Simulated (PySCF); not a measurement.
Gas-phase reaction: 3 GaBr + 3 Cl2 → GaBr3 + 2 GaCl3, at 1200 K and a standard pressure of 1 bar. Level: GFN2-xTB.

Energies from PySCF (xtb for GFN2), thermal terms from the rigid-rotor harmonic-oscillator model, ideal gas at 1 bar. All species are closed-shell singlets. The harmonic model lacks anharmonicity and excited electronic states, which grow with temperature; levels with a mode under 35 cm⁻¹ are left out. Soft modes under 120 cm⁻¹ make the harmonic entropy rough for GaBr3.

```
species     E (Ha)  H(1200 K) − E (kJ/mol)  S°(1200 K) (J/mol/K)
-------  ---------  ----------------------  --------------------
GaBr      -5.36715                    45.0                 304.2
Cl2       -9.07933                    45.2                 274.1
GaBr3    -13.63249                   100.1                 482.1
GaCl3    -15.04073                   100.3                 445.0
```
E: electronic energy; H − E holds the zero-point and thermal terms. 1 Ha = 2625.5 kJ/mol.

**Question.** Work out ΔH°, ΔS°, ΔG° and log10 K from these numbers.

**Answer.** 1. ΔE = 1×(-13.63249) + 2×(-15.04073) − 3×(-5.36715) − 3×(-9.07933) = -0.37451 Ha = -983.3 kJ.
2. Δ(H − E) = 1×(100.1) + 2×(100.3) − 3×(45.0) − 3×(45.2) = 30.1 kJ, so ΔH° = -953.2 kJ.
3. ΔS° = 1×(482.1) + 2×(445.0) − 3×(304.2) − 3×(274.1) = -362.8 J/K; the number of gas molecules changes by -3.
4. ΔG° = ΔH° − TΔS° = -953.2 − 1200×(-362.8)/1000 = -517.8 kJ.
5. log10 K = −ΔG°/(RT ln 10) = 22.54, with RT ln 10 = 22.97 kJ/mol; at standard pressures the products are favoured.
6. A shift of 10 kJ in ΔE would move log10 K by 0.44 here.
For scale, ΔH°(298 K) is -975 kJ at this level, -1122 kJ at ωB97M-V/def2-TZVP†, and runs from -1353 to -930 kJ over the 20 levels computed († marks an energy on the PBE0/def2-TZVP geometry).
